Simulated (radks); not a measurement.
Values are calculated unless marked as measured or tabulated.
Species: Gd. Configuration: [Xe] 4f7 5d1 6s2. Code: a radial shooting solver on a logarithmic mesh with Libxc functionals. Model: Dirac Kohn-Sham, PBE, spin-unpolarised, spherical densities, finite nucleus; open shells are shared between the two j in proportion to 2j + 1; Fermi nuclear charge, rms radius 5.1569 fm.

X-ray form factor f0, the Fourier transform of the density (f0(0) = 64):

sin(theta)/lambda (1/angstrom),f0 (electrons)
0.05,62.601
0.1,59.461
0.15,55.964
0.2,52.513
0.25,49.139
0.3,45.906
0.4,40.150
0.5,35.428
0.6,31.513
0.8,25.356
1,21.003
1.25,17.524
1.5,15.242
2,11.627
